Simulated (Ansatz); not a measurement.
BnHm: binding per atom (eV) at several levels, gas phase, relaxed structures; Ansatz. Clusters are the lowest isomers that short searches found in that spin, judged at the geometry's level. Binding counts from free atoms in the multiplicity of their measured ground term, without zero-point energy. A dash marks a value that wasn't run or was left out as unsound. The structures are stationary points that may keep the symmetry of their start. Correlated methods freeze inner cores and use unrestricted references for open shells. Remarks come from the PBE and PBE0 runs and from stability tests at other levels; not every state was tested.

| species | state | geometry | PBE-D4/def2-SVP | PBE-D4/def2-TZVP | r2SCAN-D4/def2-TZVPD | B97M-V/def2-TZVP | PBE0-D4/def2-TZVPD | CCSD(T)/def2-TZVPP | remarks |
| --- | --- | --- | --- | --- | --- | --- | --- | --- | --- |
| B3H2 | doublet | r2SCAN-D4/def2-TZVP | 3.49 | 3.47 | 3.43 | – | 3.41 | 3.19 | – |
| B2H3 | doublet | B3LYP-D4/def2-TZVP | 3.22 | 3.22 | 3.23 | 3.22 | 3.19 | 3.05 | – |
| B4H3 | doublet | B3LYP-D4/def2-TZVP | 3.91 | 3.89 | 3.86 | 3.84 | 3.83 | 3.59 | – |
| B6H2 | singlet | PBE0-D4/def2-SVP | 4.38 | 4.32 | 4.24 | 4.26 | 4.23 | 3.92 | restricted SCF unstable in HF |
| B5H3 | singlet | PBE-D4/def2-SVP | 4.17 | 4.13 | 4.08 | 4.08 | 4.06 | 3.80 | – |
| B3H6 | doublet | PBE-D4/def2-TZVP | 3.40 | 3.39 | 3.39 | 3.37 | 3.36 | 3.21 | – |
